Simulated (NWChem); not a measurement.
Species: AgH₂OBr; SMILES [Ag](<-[OH2])[Br]

```xyz
5

Ag    -0.0035     0.7091     0.0000
Br     0.0037    -1.6931     0.0000
O      0.0112     2.9255     0.0000
H      0.0854     3.4898     0.7764
H      0.0854     3.4898    -0.7764
```
Atoms are numbered in this order, from 1.

This is a stationary point of PBE0/def2-SVP with def2 effective core potentials on Ag (NWChem), point group Cs. This build's default masses of Se (78.918 u) and Br (79.917 u) are each other's, which moves their modes by up to 0.6 %. def2 effective core potentials on Ag; no spin-orbit coupling.

Problem. Is it a minimum? If not, what does it relax to?

Solution. No. It has an imaginary frequency of 259i cm⁻¹. Following that mode (on a finer grid) lowers the energy by 0.4 kcal/mol and ends, with real frequencies alone, at point group Cs:
```xyz
5

Ag     0.0725     0.7180     0.0000
Br    -0.0524    -1.6783     0.0000
O      0.1272     2.9463     0.0000
H     -0.2592     3.3820     0.7690
H     -0.2592     3.3820    -0.7690
```
